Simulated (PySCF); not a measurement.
**Vibration and rotation of ZrN⁻**

RHF-CCSD(T) constants of ZrN⁻, ¹Σ⁺ (singlet), closed shell (Zr def2-TZVPPD with ECP28, N def2-TZVPPD; scalar-relativistic core potentials (PySCF 2.14); masses 89.9047 and 14.0031 u):

| Quantity | Value |
| --- | --- |
| ωe | 964.9 cm⁻¹ |
| ωexe | 3.27 cm⁻¹ |
| Be | 0.45871 cm⁻¹ |
| αe | 0.00213 cm⁻¹ |
| D (centrifugal) | 4.15e-07 cm⁻¹ |

(1) Give the vibrational terms G(v) and spacings up to v = 6.

Correlated steps freeze 1 core orbital. Spin–orbit coupling is left out, which matters for elements this heavy, above all for dissociation energies. The CCSD T1 diagnostic is raised, a sign that a single reference may not be enough here.

Results:

(1) G(v) = ωe(v+½) − ωexe(v+½)².

```json
{"v": "0", "G(v) (cm⁻¹)": "481.6", "G(v) − G(v−1)": "", "Bv (cm⁻¹)": "0.4576"}
{"v": "1", "G(v) (cm⁻¹)": "1440.0", "G(v) − G(v−1)": "958.4", "Bv (cm⁻¹)": "0.4555"}
{"v": "2", "G(v) (cm⁻¹)": "2391.8", "G(v) − G(v−1)": "951.8", "Bv (cm⁻¹)": "0.4534"}
{"v": "3", "G(v) (cm⁻¹)": "3337.1", "G(v) − G(v−1)": "945.3", "Bv (cm⁻¹)": "0.4513"}
{"v": "4", "G(v) (cm⁻¹)": "4275.8", "G(v) − G(v−1)": "938.7", "Bv (cm⁻¹)": "0.4491"}
{"v": "5", "G(v) (cm⁻¹)": "5208.0", "G(v) − G(v−1)": "932.2", "Bv (cm⁻¹)": "0.4470"}
{"v": "6", "G(v) (cm⁻¹)": "6133.7", "G(v) − G(v−1)": "925.7", "Bv (cm⁻¹)": "0.4449"}
```
